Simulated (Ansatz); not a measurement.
Reaction (ligand exchange at the Si–C bond): `[SiH3]C1(Cl)C[SiH2]1` + `C[O][Ga]([OH])[Br]` → `C[O][Ga]([Br])[O][SiH3]` + `ClC1C[SiH2]1`

Computed with Ansatz on PBE0-D4/def2-TZVP structures; ΔE is electronic, products minus reactants. CCSD(T)/CBS adds triple-zeta CCSD(T) − MP2 to the extrapolated MP2 energy (def2 sets, frozen cores). Functionals use def2-TZVPP. B3LYP here is the variant with VWN-RPA as its local correlation; programs differ in this. For Br, Ga outer-core shells are correlated without core-valence functions, which leaves a few kJ/mol of doubt a bond. Scalar relativity is left out up to krypton. One conformer a species, not always the lowest.

```json
{"level": "PBE-D4", "ΔE (kJ/mol)": "-74.1", "difference from CCSD(T)/CBS": "12.9"}
{"level": "r2SCAN-D4", "ΔE (kJ/mol)": "-87.3", "difference from CCSD(T)/CBS": "-0.3"}
{"level": "B3LYP-D4", "ΔE (kJ/mol)": "-91.1", "difference from CCSD(T)/CBS": "-4.1"}
{"level": "ωB97X-V", "ΔE (kJ/mol)": "-89.9", "difference from CCSD(T)/CBS": "-2.9"}
{"level": "ωB97M-V", "ΔE (kJ/mol)": "-87.4", "difference from CCSD(T)/CBS": "-0.4"}
{"level": "B2PLYP", "ΔE (kJ/mol)": "-95.0", "difference from CCSD(T)/CBS": "-8.0"}
{"level": "PBE", "ΔE (kJ/mol)": "-78.0", "difference from CCSD(T)/CBS": "9.0"}
{"level": "r2SCAN", "ΔE (kJ/mol)": "-88.0", "difference from CCSD(T)/CBS": "-1.0"}
{"level": "B3LYP", "ΔE (kJ/mol)": "-97.6", "difference from CCSD(T)/CBS": "-10.6"}
{"level": "HF/def2-TZVPP", "ΔE (kJ/mol)": "-120.0", "difference from CCSD(T)/CBS": "-33.0"}
{"level": "MP2/def2-TZVPP", "ΔE (kJ/mol)": "-87.0", "difference from CCSD(T)/CBS": "0.0"}
{"level": "SCS-MP2/def2-TZVPP", "ΔE (kJ/mol)": "-94.0", "difference from CCSD(T)/CBS": "-7.0"}
{"level": "CCSD/def2-TZVPP", "ΔE (kJ/mol)": "-95.1", "difference from CCSD(T)/CBS": "-8.1"}
{"level": "CCSD(T)/def2-TZVPP", "ΔE (kJ/mol)": "-90.0", "difference from CCSD(T)/CBS": "-3.0"}
{"level": "HF/CBS(def2)", "ΔE (kJ/mol)": "-121.8", "difference from CCSD(T)/CBS": "-34.8"}
{"level": "CCSD/CBS(def2)", "ΔE (kJ/mol)": "-92.1", "difference from CCSD(T)/CBS": "-5.1"}
{"level": "CCSD(T)/CBS", "ΔE (kJ/mol)": "-87.0", "difference from CCSD(T)/CBS": "0"}
```

Largest T1 diagnostic among the species: 0.012.

From PBE to PBE0 (25 % exact exchange), in def2-TZVPP and without D4, ΔE moves by −6.8 kJ/mol. In def2-TZVPP, CCSD(T) changes the Hartree–Fock value by +30.0 kJ/mol (the triples alone add +5.1 kJ/mol) and MP2 by +33.0 kJ/mol. The D4 term adds +6.5 kJ/mol with B3LYP and +3.3 kJ/mol with PBE0; it sums over pairs of atoms, weighted by their polarisabilities, and B3LYP, whose exchange is more repulsive, gets the larger term.
